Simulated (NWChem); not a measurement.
Total energies of C2H4N

SMILES: N(=[CH])C
```xyz
7

C     -1.2992     0.2369     0.0000
N     -0.1052     0.4817     0.0000
C      1.0466    -0.3813     0.0000
H     -1.8602    -0.7242     0.0000
H      1.6644    -0.1633    -0.8843
H      1.6644    -0.1633     0.8843
H      0.7834    -1.4552     0.0000
```
Charge 0, spin multiplicity 2.

Everything below was run with NWChem. The geometry was optimised at UPBE0/def2-SVP, a minimum by its harmonic frequencies.

Basis set: cc-pVDZ (62 functions).

```csv
method,total energy (Ha),relative cost
UHF,-132.43512,1
UMP2,-132.84553,under 3
UB2PLYP,-133.13038,under 3
UPBE,-133.10310,under 3
UB3LYP,-133.27801,under 3
UBP86,-133.27512,under 3
```

Total energies of different functionals aren't comparable as a measure of quality: only differences taken within one method are. Costs are rough ratios of processor time within this set of runs, SCF included, with UHF as 1.

The correlated methods keep 3 core orbitals frozen. B3LYP has NWChem's definition, with VWN1-RPA local correlation. The structure started from a generated list of species. The unpaired electrons of the parent sit in orbitals of symmetry a' (Cs labels of the run); other states weren't searched. The stability of the SCF solutions was not checked. Open-shell Hartree-Fock references start from PBE0 orbitals; any time given for them includes that run.
